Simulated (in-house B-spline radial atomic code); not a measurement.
How numerical settings move a run on neutral antimony, [Kr] 4d10 5s2 5p3. Computed with a B-spline radial code for spherical atoms: Dirac-Hartree-Fock, average of configuration, Fermi nucleus of rms radius 4.6802 fm.

Command:
```bash
python run_scf.py task.json out
```
Settings of the sound reference run:
```
Z                51
electrons        51
configuration    [Kr] 4d10 5s2 5p3
hamiltonian      dirac
method           hf
spin_polarised   False
nucleus          fermi
rms_radius       4.6802
mass_number      121
atomic_mass      120.9038
speed_of_light   137.036
knot_spacing     0.22
spline_order     8
gauss_points     12
box_radius       50
max_iterations   70
damping          0.5
damped_steps     3
diis_vectors     10
tolerance        1e-08
start            Thomas-Fermi
```

Run time, properties included: 1.6 s on 1 thread of Arm Neoverse V1, with other jobs on the host.

It converges in 10 iterations to -6480.519750 hartree, with 5p3/2 at -7.89149 eV. The other runs change the listed settings, some to values that make no sense; their results aren't properties of the atom or ion. Radii are in bohr (the nuclear one in fm), a minus after a letter asks for a j subshell, and «unchanged» means within 1e-8 hartree. The run stops when the residual is below 10 × tolerance × max(1, Z/10), or a noise floor if that is larger, and the energy moves by less than 1e-8 × √|E| hartree; so very loose and very tight tolerances often act alike.

| changed settings | outcome |
| --- | --- |
| diis_vectors = 20 | converged in 10 iterations, energy unchanged |
| box_radius = 3, first_knot = 0.00588, max_iterations = 100, damping = 0.8, diis_vectors = 4 | converged in 10 iterations, energy +2.63e+00 hartree from the reference, 5p3/2 level +2.4e+01 eV (the program warns: 5p3/2 has a positive eigenvalue: unbound, held by the box; 5s1/2 has a positive eigenvalue: unbound, held by the box) |
| first_knot = 0.0196 | converged in 10 iterations, energy +1.60e+00 hartree from the reference, 5p3/2 level +9.6e-03 eV |
| first_knot = 0.000196 | converged in 10 iterations, energy +4.51e-05 hartree from the reference |
| electrons = 54, configuration = [Kr] 4d10 5s2 5p3 6s3, max_iterations = 100 | stopped with error: shell 6s holds at most 2 electrons |
| spline_order = 6, gauss_points = 3, max_iterations = 12, start = bare nucleus | not converged after 12 iterations, last residual 5.9e-07, last energy -9.94e-04 hartree from the reference |
| first_knot = 1.96e-06 | converged in 10 iterations, energy -3.46e-08 hartree from the reference |
| first_knot = 0.0588 | converged in 10 iterations, energy +2.05e+01 hartree from the reference, 5p3/2 level +1.5e-01 eV |
| damped_steps = 1 | converged in 9 iterations, energy unchanged, 5p3/2 level +3.5e-06 eV |
| damped_steps = 8 | converged in 13 iterations, energy unchanged, 5p3/2 level +5.8e-06 eV |
| max_iterations = 100, damped_steps = 8, tolerance = 0.01 | converged in 11 iterations, energy unchanged, 5p3/2 level +1.3e-04 eV |
| diis_vectors = 2 | converged in 12 iterations, energy unchanged, 5p3/2 level -2.4e-06 eV |
| first_knot = 0.00196 | converged in 10 iterations, energy +2.00e-02 hartree from the reference, 5p3/2 level +4.0e-05 eV |
| damped_steps = 0 | converged in 9 iterations, energy unchanged, 5p3/2 level -2.9e-06 eV |

What happens with diis_vectors = 0?

Converged in 24 iterations, energy unchanged, 5p3/2 level -1.3e-06 eV.

What happens with max_iterations = 8, diis_vectors = 2, start = bare nucleus?

Not converged after 8 iterations, last residual 4.1e-03, last energy +7.13e-04 hartree from the reference.

What happens with diis_vectors = 4?

Converged in 10 iterations, energy unchanged, 5p3/2 level +3.6e-06 eV.

What happens with spin_polarised = True?

Stopped with error: spin polarisation is not served with the Dirac Hamiltonian.
